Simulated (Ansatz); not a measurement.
One change: `[SiH3][O][Ga]([Br])[Br]` becomes `[OH][Ga]([Br])[Br]`.

Ansatz, PBE0-D4/def2-TZVP geometries, multiplicity 1. Each molecule was computed in one conformer, which needn't be the lowest.

Scalar relativity is left out up to krypton. Spin–orbit coupling is left out; it splits and shifts lone-pair levels of the heavy atoms by tenths of an eV.

| property | `[SiH3][O][Ga]([Br])[Br]` |
| --- | --- |
| HOMO–LUMO gap (PBE/def2-TZVPP) / eV | 4.65 |
| HOMO energy (ωB97M-V/def2-TZVPP) / eV | -11.01 |
| HOMO energy (B3LYP/def2-TZVPP) / eV | -8.51 |
| HOMO–LUMO gap (B3LYP/def2-TZVPP) / eV | 6.29 |
| LUMO energy (ωB97M-V/def2-TZVPP) / eV | -0.03 |
| HOMO energy (PBE/def2-TZVPP) / eV | -7.48 |

Problem. Give the same properties after the change, and the shifts. (Best estimate.)

Solution. The calculation gave: 
```
                             property  `[OH][Ga]([Br])[Br]`  shift
  HOMO–LUMO gap (PBE/def2-TZVPP) / eV                  4.75   0.10
HOMO energy (ωB97M-V/def2-TZVPP) / eV                -10.93   0.08
  HOMO energy (B3LYP/def2-TZVPP) / eV                 -8.45   0.06
HOMO–LUMO gap (B3LYP/def2-TZVPP) / eV                  6.36   0.07
LUMO energy (ωB97M-V/def2-TZVPP) / eV                  0.13   0.16
    HOMO energy (PBE/def2-TZVPP) / eV                 -7.42   0.06
```

With PBE0 the HOMO rises by 0.06 eV and the LUMO rises by 0.15 eV, so the gap widens by about 0.09 eV. PBE moves the HOMO by 0.06 eV and ωB97M-V by 0.08 eV.

B3LYP here is the variant with VWN-RPA as its local correlation; programs differ in this.
